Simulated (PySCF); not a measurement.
Heteronuclear NMR

Molfile (atoms numbered from 1):
```
C3F6P2
     RDKit          3D

 11 10  0  0  0  0  0  0  0  0999 V2000
    1.3492    0.1349   -1.2783 F   0  0  0  0  0  0  0  0  0  0  0  0
    1.4995   -0.0315    0.0383 C   0  0  0  0  0  0  0  0  0  0  0  0
    1.9680   -1.2630    0.2419 F   0  0  0  0  0  0  0  0  0  0  0  0
    2.4448    0.8328    0.4339 F   0  0  0  0  0  0  0  0  0  0  0  0
   -0.0725    0.3053    1.0614 P   0  0  0  0  0  0  0  0  0  0  0  0
   -0.5793    1.7087    0.1703 C   0  0  0  0  0  0  0  0  0  0  0  0
   -1.0517    3.0312   -0.5120 P   0  0  0  0  0  0  0  0  0  0  0  0
   -1.1604   -0.9423    0.1176 C   0  0  0  0  0  0  0  0  0  0  0  0
   -0.7605   -2.1979    0.3196 F   0  0  0  0  0  0  0  0  0  0  0  0
   -2.4131   -0.8355    0.5828 F   0  0  0  0  0  0  0  0  0  0  0  0
   -1.2187   -0.7402   -1.2013 F   0  0  0  0  0  0  0  0  0  0  0  0
  1  2  1  0
  2  3  1  0
  2  4  1  0
  2  5  1  0
  5  6  1  0
  6  7  3  0
  5  8  1  0
  8  9  1  0
  8 10  1  0
  8 11  1  0
M  END
```

One conformer, gas phase, one averaged value for each set of equivalent atoms, non-relativistic. σ from GIAO-PBE0/pcSseg-1; GFN2-xTB structure; PySCF.

Q: What are the ¹⁹F shifts?

A: 
```
              atoms              environment  σ (ppm)  δ (ppm)
F1/F3/F4/F9/F10/F11  fluorine of a CF3 group    234.0    -50.5
```

Shieldings were converted by a linear fit to measured shifts: ¹⁹F: δ = 146.13 − 0.903σ +14.6 on sp3 carbon (rms 6.0 ppm, 223 shifts, 7.0 ppm with the 5 outliers that the fit left out vs CFCl3, solution or neat liquid). A few per cent of atoms miss by over 2 rms, more outside the fitted compound classes.

On a 400 MHz spectrometer ¹⁹F resonates near 376.4 MHz, so 1 ppm is 376.4 Hz.

Q: Where does ³¹P resonate?

A: 
| atoms | environment | σ (ppm) | δ (ppm) |
| --- | --- | --- | --- |
| P7 | phosphorus bonded to C | 138.5 | 155.3 |
| P5 | phosphorus bonded to 3 C | 339.6 | -11.2 |

Shieldings were converted by a linear fit to measured shifts: ³¹P (scatter 18.1 ppm rms vs H3PO4, solution or neat liquid). Occasional misses reach two or three times the rms, and more in compound classes unlike the fitted ones.

On a 300 MHz spectrometer ³¹P resonates near 121.4 MHz, so 1 ppm is 121.4 Hz.
